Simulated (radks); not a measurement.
Question: Ge+, configuration [Ar] 3d10 4s2 4p0.75 4d0.25 (fractional occupations, a model configuration). Calculated with a radial shooting solver on a logarithmic mesh with Libxc functionals: scalar-relativistic Kohn-Sham, PBEsol, spin-polarised, spherical densities, finite nucleus; open shells are filled with parallel spins first; Fermi nuclear charge, rms radius 4.0742 fm. Some entries of the table are withheld. Estimate them.

| orbital | occ. | eigenvalue (Ry) | <r> (bohr) | <r^2> (bohr^2) |
|---|---|---|---|---|
| 1s up | 1 | -805.7026 | 0.04703 | 0.002976 |
| 1s down | 1 | -805.7005 | 0.04703 | 0.002976 |
| 2s up | 1 | -101.4843 | 0.2102 | 0.05210 |
| 2s down | 1 | -101.4835 | 0.2102 | 0.05210 |
| 2p up | 3 | -88.80422 | 0.1838 | 0.04139 |
| 2p down | 3 | -88.80247 | 0.1838 | 0.04139 |
| 3s up | 1 | -13.10188 | 0.6248 | 0.4504 |
| 3s down | 1 | -13.09952 | 0.6247 | 0.4503 |
| 3p up | 3 | -9.22968 | 0.6475 | 0.4937 |
| 3p down | 3 | -9.22681 | 0.6473 | 0.4934 |
| 3d up | 5 | (1) | 0.7357 | 0.6941 |
| 3d down | 5 | (2) | 0.7332 | 0.6879 |
| 4s up | 1 | -1.54986 | 2.018 | 4.657 |
| 4s down | 1 | -1.48892 | 2.005 | 4.605 |
| 4p up | 0.75 | -0.90823 | 2.505 | 7.260 |
| 4p down | 0 | -0.84016 | 2.505 | 7.279 |
| 5s up | 0 | -0.37460 | 5.515 | 34.38 |
| 4d up | 0.25 | -0.26678 | 5.073 | (3) |
| 5p up | 0 | -0.25229 | 7.102 | 56.92 |

Answer: 
(1) 3d up eigenvalue (Ry): -2.89980
(2) 3d down eigenvalue (Ry): -2.89374
(3) 4d up <r^2> (bohr^2): 30.42
